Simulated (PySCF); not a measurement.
```xyz
22

Ga     0.0700     0.3527    -0.1722
C      0.0211     0.2727    -2.1582
H      0.5375     1.1554    -2.5715
H     -1.0118     0.3025    -2.5423
H      0.5225    -0.6150    -2.5762
C     -0.8364     1.8887     0.7065
H     -1.8975     1.9549     0.4153
H     -0.3602     2.8290     0.3814
H     -0.7782     1.8646     1.8065
C      1.5436    -0.5760     0.7903
H      1.7623    -1.5689     0.3642
H      1.3308    -0.7026     1.8645
H      2.4734     0.0129     0.7172
C     -1.3622    -2.3948    -0.4504
O     -1.4750    -1.1623     0.2237
C     -1.9346    -1.2806     1.5509
H     -2.3428    -2.8986    -0.4901
H     -1.0204    -2.1824    -1.4705
H     -0.6328    -3.0559     0.0497
H     -2.0043    -0.2684     1.9665
H     -1.2361    -1.8797     2.1609
H     -2.9312    -1.7533     1.5684
```

Charge 0, multiplicity 1.

Give the Mulliken and meta-Löwdin atomic charges from PBE-D3(BJ)/def2-TZVP // PBE0-D3(BJ)/def2-SVP (PySCF 2.14.0).


```json
[
 {"atom": "Ga1", "Mulliken (e)": "0.33", "meta-Löwdin (e)": "0.55"},
 {"atom": "C2", "Mulliken (e)": "-0.55", "meta-Löwdin (e)": "-0.59"},
 {"atom": "H3", "Mulliken (e)": "0.13", "meta-Löwdin (e)": "0.12"},
 {"atom": "H4", "Mulliken (e)": "0.13", "meta-Löwdin (e)": "0.11"},
 {"atom": "H5", "Mulliken (e)": "0.12", "meta-Löwdin (e)": "0.11"},
 {"atom": "C6", "Mulliken (e)": "-0.55", "meta-Löwdin (e)": "-0.59"},
 {"atom": "H7", "Mulliken (e)": "0.13", "meta-Löwdin (e)": "0.11"},
 {"atom": "H8", "Mulliken (e)": "0.13", "meta-Löwdin (e)": "0.12"},
 {"atom": "H9", "Mulliken (e)": "0.12", "meta-Löwdin (e)": "0.11"},
 {"atom": "C10", "Mulliken (e)": "-0.53", "meta-Löwdin (e)": "-0.59"},
 {"atom": "H11", "Mulliken (e)": "0.12", "meta-Löwdin (e)": "0.11"},
 {"atom": "H12", "Mulliken (e)": "0.12", "meta-Löwdin (e)": "0.11"},
 {"atom": "H13", "Mulliken (e)": "0.13", "meta-Löwdin (e)": "0.12"},
 {"atom": "C14", "Mulliken (e)": "-0.23", "meta-Löwdin (e)": "-0.14"},
 {"atom": "O15", "Mulliken (e)": "-0.17", "meta-Löwdin (e)": "-0.26"},
 {"atom": "C16", "Mulliken (e)": "-0.23", "meta-Löwdin (e)": "-0.14"},
 {"atom": "H17", "Mulliken (e)": "0.12", "meta-Löwdin (e)": "0.11"},
 {"atom": "H18", "Mulliken (e)": "0.16", "meta-Löwdin (e)": "0.14"},
 {"atom": "H19", "Mulliken (e)": "0.13", "meta-Löwdin (e)": "0.11"},
 {"atom": "H20", "Mulliken (e)": "0.16", "meta-Löwdin (e)": "0.14"},
 {"atom": "H21", "Mulliken (e)": "0.13", "meta-Löwdin (e)": "0.11"},
 {"atom": "H22", "Mulliken (e)": "0.12", "meta-Löwdin (e)": "0.11"}
]
```
